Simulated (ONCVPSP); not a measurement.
## BLYP ONCV dataset for H (Z = 1), scalar-relativistic all-electron reference.

ONCVPSP 4.0.1 was run on this input:

```
# ATOM AND REFERENCE CONFIGURATION
# atsym  z   nc   nv     iexc    psfile
  H 1.00    0    1  -106131      upf
#
#   n    l    f
    1    0    1.00
#
# PSEUDOPOTENTIAL AND OPTIMIZATION
# lmax
    1
#
#   l,   rc,      ep,       ncon, nbas, qcut
    0    1.45    0.00    3    7    6.50
    1    1.20    0.05    4    8    7.40
#
# LOCAL POTENTIAL
# lloc, lpopt,  rc(5),   dvloc0
    4    1    0.75    6.00
#
# VANDERBILT-KLEINMAN-BYLANDER PROJECTORs
# l, nproj, debl
    0    2    3.80
    1    2    2.20
#
# MODEL CORE CHARGE
# icmod, fcfact, rcfact
    0    0.00    0.00
#
# LOG DERIVATIVE ANALYSIS
# epsh1, epsh2, depsh
   -2.00    5.00    0.02
#
# OUTPUT GRID
# rlmax, drl
    6.00    0.01
#
# TEST CONFIGURATIONS
# ncnf
    1
# nvcnf
#   n    l    f
    1
    1    0    0.50
#
```

Command:

```bash
oncvpsp.x < H.dat > H.out
```

Output (shortened: citation, most of the input echo, consistency checks and plot data are left out):

```
ONCVPSP  (Optimized Norm-Conservinng Vanderbilt PSeudopotential)
scalar-relativistic version 4.0.1

#   n    l    f        energy (Ha)
    1    0    1.00    -2.4002709E-01

Reference configufation results
  iterations    22
  all-electron total energy (Ha)   -4.62618822D-01

Begin loop to  construct optimized pseudo wave functions
and semi-local pseudopoentials for all angular momenta

   Wellstate for l =  0  n =  4
     eigenvalue =   3.5600
     asymptotic potential =   4.0600
     half-point radius =  3.4457

Calculating optimized projector #   1

 for l=   0

    Fraction of norm inside rc  0.510011
    Optimizing pswf for qcut=   6.49 a_B^-1,  ecut=  21.03 Ha
    Residual kinetic energy error=  3.18D-06 Ha

    Energy error per electron        Cutoff
         Ha          eV             Ha
         0.01000     0.27211        6.64
         0.00100     0.02721       11.56
         0.00010     0.00272       15.69
         0.00001     0.00027       19.21

Calculating optimized projector #   2

 for l=   0

    Fraction of norm inside rc  0.111588
    Optimizing pswf for qcut=   6.49 a_B^-1,  ecut=  21.03 Ha
    Residual kinetic energy error=  8.54D-05 Ha

    Energy error per electron        Cutoff
         Ha          eV             Ha
         0.01000     0.27211       10.15
         0.00100     0.02721       16.28
         0.00010     0.00272       20.72
         0.00001     0.00027       66.04

   Wellstate for l =  1  n =  2
     eigenvalue =   0.0500
     asymptotic potential =   0.5500
     half-point radius = 15.4610

   Wellstate for l =  1  n =  3
     eigenvalue =   2.2500
     asymptotic potential =   2.7500
     half-point radius =  2.6807

Calculating optimized projector #   1

 for l=   1

    Fraction of norm inside rc  0.003853
    Optimizing pswf for qcut=   7.39 a_B^-1,  ecut=  27.31 Ha
    Residual kinetic energy error=  2.69D-08 Ha

    Energy error per electron        Cutoff
         Ha          eV             Ha
         0.01000     0.27211        0.37
         0.00100     0.02721        1.22
         0.00010     0.00272        3.77
         0.00001     0.00027        9.18

Calculating optimized projector #   2

 for l=   1

    Fraction of norm inside rc  0.174213
    Optimizing pswf for qcut=   7.39 a_B^-1,  ecut=  27.31 Ha
    Residual kinetic energy error=  5.20D-06 Ha

    Energy error per electron        Cutoff
         Ha          eV             Ha
         0.01000     0.27211        5.85
         0.00100     0.02721       12.12
         0.00010     0.00272       19.48
         0.00001     0.00027       25.44

Construct Vanderbilt / Kleinmman-Bylander projectors

B matrix Hermiticity error, ll=   0
   1   2    2.7002E-05

  Orthonormal projector coefficients -3.7507E+00 -3.5515E-01

B matrix Hermiticity error, ll=   1
   1   2    5.0935E-06

  Orthonormal projector coefficients -2.3481E+00 -2.5854E-01

Pseudoatom total energy   -0.461406

Diagnostic tests using Vanderbilt-Kleinman-Bylander pseudopotentials
  1 or more projectors used as specified by nproj input data

   l    rcore       rmatch      e in        delta e   norm test  slope test

   0   1.4531180   1.4972378  -0.2400271  -0.0000076   0.9999970   0.9999513
   0   1.4531180   1.4972378   3.5599729  -0.0000236   1.0000326   1.0000326

   1   1.2071562   1.2438081   0.0500000  -0.0000027   1.0000279   1.0000279
   1   1.2071562   1.2438081   2.2500000   0.0000088   1.0000695   1.0000695

 Testing for bound ghosts
   n   l    E NL Schr. Eq   E Basis Diag.   E Cutoff

   1   0       -0.240035       -0.224392     88.59

 Testing for highly-localized positive-energy ghosts
       l    <radius>/rc     E Basis Diag.   E Cutoff

Test configuration 0

   n   l     f        eae           eps        diff
   1   0  1.0000   -0.24002709   -0.24003466   -7.58D-06

    Total energies and differences
      AE_ref= -4.62618822D-01  AE_tst= -4.62618822D-01  dif=  0.00D+00
      PS_ref= -4.61405877D-01  PS_tst= -4.61405877D-01  dif= -7.22D-16
      PSP excitation error=  7.22D-16

Test configuration 1

   n   l     f        eae           eps        diff
   1   0  0.5000   -0.46916389   -0.46813185    1.03D-03

    Total energies and differences
      AE_ref= -4.62618822D-01  AE_tst= -2.86466061D-01  dif=  1.76D-01
      PS_ref= -4.61405877D-01  PS_tst= -2.85450705D-01  dif=  1.76D-01
      PSP excitation error=  1.98D-04
```

The run took about 1.4 s on one core of a shared server CPU.
